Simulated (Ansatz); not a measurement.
`c1csc(-c2ccc(-c3ccc(-c4cccs4)s3)s2)c1`, relaxed as a singlet with RKS PBE-D4/def2-SVP in Ansatz, starting from the GFN2-xTB geometry. Force threshold 0.03 eV/Å.

Start:

```xyz
30

C    -4.930   -3.440    3.271
C    -5.166   -2.275    3.930
S    -4.111   -1.018    3.421
C    -3.325   -2.082    2.290
C    -2.251   -1.641    1.461
C    -1.554   -2.381    0.533
C    -0.555   -1.656   -0.120
C    -0.466   -0.347    0.295
C     0.435    0.655   -0.160
C     0.537    1.965    0.245
C     1.543    2.674   -0.418
C     2.229    1.921   -1.340
C     3.304    2.326   -2.182
C     3.999    1.585   -3.104
C     5.006    2.319   -3.756
C     5.076    3.608   -3.332
S     3.908    3.959   -2.121
S     1.615    0.292   -1.391
S    -1.652   -0.009    1.525
C    -3.885   -3.336    2.337
H    -5.483   -4.346    3.446
H    -5.898   -2.074    4.686
H    -1.762   -3.416    0.332
H     0.092   -2.066   -0.875
H    -0.103    2.388    0.998
H     1.771    3.710   -0.235
H     3.783    0.549   -3.298
H     5.653    1.906   -4.509
H     5.743    4.382   -3.654
H    -3.555   -4.152    1.722
```

Problem. Estimate the energy that the relaxation releases and the steps that it takes.

Solution. 27.7 kJ/mol, in 4 steps; 17 s on 2 threads of AMD EPYC 7R13 on a shared host and a share (18 GiB) of an NVIDIA H100 80GB HBM3. No frequencies were taken in this run, so the end may be a saddle point.

Problem. Does the start keep its bonding and symmetry?

Solution. By distances, no bond broke or formed. The bond that changes most is C16–H29, from 1.07 to 1.10 Å (atoms count from 1). Point group Cs at the start, Cs at the end, both within 0.05 Å.

Problem. Predict the relaxed structure.

Solution. 
```xyz
30

C    -5.002   -3.467    3.327
C    -5.224   -2.269    3.982
S    -4.135   -1.038    3.442
C    -3.360   -2.124    2.308
C    -2.271   -1.690    1.461
C    -1.562   -2.437    0.518
C    -0.551   -1.700   -0.140
C    -0.461   -0.371    0.282
C     0.438    0.665   -0.158
C     0.532    1.994    0.260
C     1.547    2.724   -0.402
C     2.253    1.971   -1.343
C     3.344    2.367   -2.202
C     4.049    1.610   -3.138
C     5.068    2.346   -3.804
C     5.144    3.659   -3.379
S     3.969    4.004   -2.156
S     1.635    0.333   -1.394
S    -1.661   -0.050    1.518
C    -3.946   -3.389    2.377
H    -5.583   -4.378    3.523
H    -5.965   -2.039    4.757
H    -1.777   -3.494    0.314
H     0.109   -2.119   -0.913
H    -0.126    2.419    1.031
H     1.771    3.782   -0.206
H     3.826    0.552   -3.332
H     5.728    1.922   -4.574
H     5.828    4.449   -3.713
H    -3.617   -4.233    1.755
```
Bond lengths: 15 × C–C 1.38 to 1.45 Å; 8 × C–S 1.73 to 1.75 Å; 10 × C–H 1.10 Å.
